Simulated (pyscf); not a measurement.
:Ge=Se (SMILES [Ge]=[Se]) [singlet] + H₂Se (SMILES [SeH2]) -> Se=GeH–SeH (SMILES [Se]=[GeH][SeH]) (insertion; singlet surface; H–Se broken, Ge–Se, Ge–H formed). Single points on ωB97X-D3(BJ)/def2-SVP structures (PySCF, gas phase). Correlated levels are frozen-core, on RHF or UHF. ΔMP2 is the change of the MP2 total energy from the triple- to the quadruple-zeta basis. Rate constants from transition-state theory at the high-pressure limit, CCSD(T)/def2-TZVPP + ΔMP2(QZVPP) energies (ideal gas, 1 atm, RRHO with modes under 100 cm⁻¹ raised to 100, one conformer, R ln 2 for chiral ones without a mode under 150 cm⁻¹; no tunnelling), k in cm³ molecule⁻¹ s⁻¹.

| T (K) | 1000/T | log10 k |
|---|---|---|
| 298 | 3.354 | -39.43 |
| 600 | 1.667 | -25.56 |
| 900 | 1.111 | -20.79 |
| 1200 | 0.833 | ? |

### Question
Fit an Arrhenius line to the three values, give the activation energy, and predict k at 1200 K.

### Answer
Least squares gives log10 k = -11.65 − 8.29 × 1000/T, so Ea = 8.29 × ln 10 × 1.987 = 37.9 kcal/mol, against an electronic barrier of 37.0. At 1200 K the line gives -18.56; the computed value is -18.29 (ΔG‡ = 70.9 kcal/mol), a factor 1.9 over the line, since the plot is curved. On the reactant side the descent ends in a complex (not fully relaxed), 6.3 kcal/mol under the separated species and 42.2 kcal/mol under the saddle at ωB97X-D3(BJ)/def2-TZVP. This is the saddle that the search found; another between the same sides may lie lower. The CCSD(T) − MP2 part came from Ansatz, without density fitting, on the same reference. The frozen core leaves the outer d or s,p core shells of the metals and heavy elements correlated in the MP2 and CC values, and def2-TZVPP describes them poorly, which can shift differences by a few kcal/mol. Elements up to Kr have no core potential and no relativistic terms here.
